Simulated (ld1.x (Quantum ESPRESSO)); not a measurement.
Values are calculated unless marked as measured or tabulated.
Pseudopotentials across the periodic table

Generated with ld1.x 7.5 (TM, RRKJ, ultrasoft, PAW), atompaw 4.2 or ONCVPSP 4.0.1. The cutoff is in Ry: for ld1.x and atompaw files where the sum of valence levels is converged to 10 mRy in a Bessel basis, for ONCV files where the hardest occupied wave has 1 mHa per electron of residual kinetic energy. The error is the largest all-electron minus pseudo excitation energy over each file’s own four to seven test configurations (ionisations up to +4, promotions, holes and added fractions of an electron), all of which were solved. The labels leave out finer settings (local radius, basis sizes, second energies), which also bear on the numbers. Spin-polarised tests are not counted. The rows are a selection from randomly drawn settings: files with unsolved tests, undetermined cutoffs or missed reference levels are left out.

```csv
element,potential,cutoff (Ry),largest error (meV),bound ghosts
C,"TM, LDA (PZ), scalar-relativistic, rc 0.90/2.22/2.55 (spd), local s, core correction yes, reference 2s2 2p0",70,+757,none
P,"TM semilocal, PW91, scalar-relativistic, rc 1.50/1.75/1.55 (spd), local p, core correction no, reference 3s2 3p2.5",25,+240,none
Ni,"PAW, PBE, scalar-relativistic, rc 1.05/1.15/1.55/1.70 (spdf), local f, core correction yes, reference 3s2 3p6 3d8 4s1.75 4p0.25",70,+83,none
Ga,"TM, LDA (PZ), scalar-relativistic, rc 1.75/2.30 (sp), local smoothed, core correction yes, reference 4s2 4p0.75",15,-162,none
Sr,"ultrasoft, PBE, scalar-relativistic, rc 2.55/2.40/2.85 (spd), local smoothed, core correction yes, reference 4s2 4p6 4d0 5s2 5p0",15,-58,none
In,"TM, PBEsol, fully relativistic, rc 2.05/3.05 (sp), local smoothed, core correction no, reference 5s1 5p2",10,+25,none
```

Problem. Fill in the row for Br: PAW, BP86, non-relativistic, rc 1.65/1.65/1.85 (spd), local smoothed, core correction yes, reference 4s2 4p5.

Solution. cutoff 15 Ry, largest error -185 meV, bound ghosts: none.

Problem. Fill in the row for Sn: TM semilocal, PBE, scalar-relativistic, rc 1.50/2.45/2.65 (spd), local s, core correction no, reference 5s2 5p1.75.

Solution. cutoff 35 Ry, largest error +183 meV, bound ghosts: none.

Problem. Fill in the row for Br: TM semilocal, PW91, scalar-relativistic, rc 1.35/1.60/1.65 (spd), local s, core correction yes, reference 4s1.5 4p5.5.

Solution. cutoff 45 Ry, largest error -40 meV, bound ghosts: none.
